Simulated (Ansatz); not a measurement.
```xyz
11

N    -0.2550   -1.1896    0.1975
C    -0.6656    0.1321   -0.3332
Ga    1.3463   -0.1691   -0.6443
B    -0.7251    1.3145    0.5748
F    -0.3934    1.1600    1.8750
H    -0.7042   -1.9750   -0.2495
H    -0.3486   -1.2495    1.2035
H    -1.1958    0.0837   -1.2759
H     1.6536   -0.7997   -2.0356
H     2.3070    0.2804    0.4911
H    -1.0191    2.4123    0.1965
```

Total charge 0; spin multiplicity 1. The bonds changed during the relaxation, so this is another structure than the one it started from.

(1) List the PBE0/def2-TZVPP orbital energies in eV (the Gaussian-basis code of Ansatz). (An estimate is asked.)

## Answers

(1) Ansatz gave: Occupied: -10146.75, -1252.61, -1108.77, -1108.72, -1108.69, -673.53, -392.93, -278.57, -184.98, -150.89, -103.83, -103.71, -103.62, -33.11, -26.29, -22.98, -22.86, -22.82, -22.80, -22.76, -18.91, -15.70, -14.85, -13.95, -12.80, -12.54, -12.07, -11.31, -9.79, -9.11, -8.51, -6.73. Lowest empty: -0.27, 0.16, 0.76, 1.46, 1.75, 1.87, 2.54, 2.73.
